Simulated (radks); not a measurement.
Spherical quantum dot in the effective-mass picture: electrons in a parabolic well V = omega^2 r^2 / 2 with omega = 1.23, all in effective atomic units (hartree* = m*/eps^2 hartree, bohr* = eps/m* bohr), one dielectric constant everywhere. Calculated with a radial shooting solver with Libxc functionals: non-relativistic Kohn-Sham, LDA (Slater exchange, Perdew-Wang correlation), spin-polarised, spherical densities. Levels are named by radial order and angular momentum (1s, 1p, 1d, 2s, ...), and open shells are averaged over m. Each electron was tried in the lowest free levels, single moves between levels near the top were tried too, and the lowest total energy was kept; such a search can miss a lower state. At N = 1 the Hartree and exchange-correlation terms need not cancel, so that row can carry a self-interaction error.

\begin{tabular}{lrrrrrr}
N & open shells & 2S & E (hartree*) & mu = E(N) - E(N-1) (hartree*) & addition energy mu(N+1) - mu(N) (hartree*) & e(HOMO) (hartree*) \\ \hline
1 & 1s(up 1, down 0) & 1 & 1.88276 & 1.8828 & 0.7969 & 2.1929 \\
2 & none & 0 & 4.56241 & 2.6796 & 1.645 & 2.9840 \\
3 & 1p(up 1, down 0) & 1 & 8.88709 & 4.3247 & 0.5235 & 4.5842 \\
4 & 1p(up 2, down 0) & 2 & 13.7353 & 4.8482 & 0.5278 & 5.1125 \\
5 & 1p(up 3, down 0) & 3 & 19.1113 & 5.3760 & 0.6593 & 5.6386 \\
6 & 1p(up 3, down 1) & 2 & 25.1467 & 6.0354 & 0.4835 & 6.2758 \\
7 & 1p(up 3, down 2) & 1 & 31.6655 & 6.5189 & 0.4860 & 6.7622 \\
8 & none & 0 & 38.6704 & 7.0049 & 1.340 & 7.2470 \\
9 & 1d(up 1, down 0) & 1 & 47.0157 & 8.3453 & 0.4266 & 8.5587 \\
10 & 1d(up 2, down 0) & 2 & 55.7875 & 8.7718 & 0.4246 & 8.9846 \\
11 & 1d(up 3, down 0) & 3 & 64.9840 & 9.1964 & 0.4215 & 9.4077 \\
12 & 1d(up 4, down 0) & 4 & 74.6019 & 9.6179 & 0.4178 & 9.8274 \\
13 & 1d(up 5, down 0) & 5 & 84.6375 & 10.036 & 0.5225 & 10.243 \\
14 & 1d(up 5, down 1) & 4 & 95.1957 & 10.558 & 0.3969 & 10.757 \\
15 & 1d(up 5, down 2) & 3 & 106.151 & 10.955 & 0.3954 & 11.153 \\
16 & 1d(up 5, down 3) & 2 & 117.501 & 11.350 & 0.3931 & 11.547 \\
17 & 1d(up 5, down 4) & 1 & 129.245 & 11.743 & 0.3903 & 11.939 \\
18 & none & 0 & 141.378 & 12.134 & 0.5039 & 12.328 \\
19 & 2s(up 1, down 0) & 1 & 154.016 & 12.638 & 0.4378 & 12.836 \\
20 & none & 0 & 167.091 & 13.075 & 0.9378 & 13.272 \\
21 & 1f(up 1, down 0) & 1 & 181.105 & 14.013 & 0.3538 & 14.190 \\
22 & 1f(up 2, down 0) & 2 & 195.472 & 14.367 & 0.3519 & 14.543 \\
23 & 1f(up 3, down 0) & 3 & 210.191 & 14.719 & 0.3498 & 14.894 \\
24 & 1f(up 4, down 0) & 4 & 225.259 & 15.069 & - & 15.243 \\
\end{tabular}

All shells are closed at N = 2, 8, 18, 20 (there: 1s2 1p6 1d10 2s2); the second difference of the energy has clear peaks (12 % above both neighbours; the first and last values, which can be the largest, are not judged, and half-filled shells can peak too) at N = 2, 5, 8, 13, 18, 20.
